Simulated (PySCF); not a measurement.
B(OMe)(SMe)2, SMILES B(SC)(SC)OC, GFN2-xTB optimised geometry.

```
16

B     -0.01    -0.40     0.00
O     -0.73     0.72     0.00
C     -0.21     2.03    -0.02
H     -0.13     2.37    -1.06
H     -0.92     2.67     0.52
H      0.77     2.07     0.44
S     -0.94    -1.96     0.01
C     -2.65    -1.35     0.01
H     -2.82    -0.76     0.90
H     -3.29    -2.23     0.01
H     -2.81    -0.75    -0.88
S      1.82    -0.40     0.00
C      2.21    -2.18     0.05
H      1.79    -2.62     0.95
H      3.29    -2.26     0.05
H      1.79    -2.67    -0.83
```

Density from B3LYP/def2-TZVP run with PySCF 2.14.0 at that geometry.

Minimum of the electron density along straight lines between bonded atoms, close to the bond critical point (lines longer than 1.1 times the sum of covalent radii, or with two minima, are not listed):

| bond | length / Å | ρ at the minimum / e bohr⁻³ | ∇²ρ there / e bohr⁻⁵ | position (fraction from the first atom) |
|---|---|---|---|---|
| B1–O2 | 1.336 | 0.220 | 1.10 | 0.33 |
| O2–C3 | 1.410 | 0.256 | -0.50 | 0.65 |
| C3–H4 | 1.092 | 0.286 | -1.02 | 0.65 |
| C3–H5 | 1.090 | 0.288 | -1.03 | 0.65 |
| C3–H6 | 1.092 | 0.287 | -1.02 | 0.65 |
| B1–S7 | 1.816 | 0.158 | -0.32 | 0.31 |
| S7–C8 | 1.819 | 0.179 | -0.29 | 0.53 |
| C8–H9 | 1.085 | 0.285 | -1.00 | 0.65 |
| C8–H10 | 1.085 | 0.284 | -0.99 | 0.64 |
| C8–H11 | 1.085 | 0.285 | -1.00 | 0.65 |
| B1–S12 | 1.821 | 0.156 | -0.31 | 0.31 |
| S12–C13 | 1.822 | 0.178 | -0.29 | 0.53 |
| C13–H14 | 1.085 | 0.285 | -1.00 | 0.65 |
| C13–H15 | 1.085 | 0.285 | -1.00 | 0.64 |
| C13–H16 | 1.085 | 0.285 | -1.00 | 0.65 |
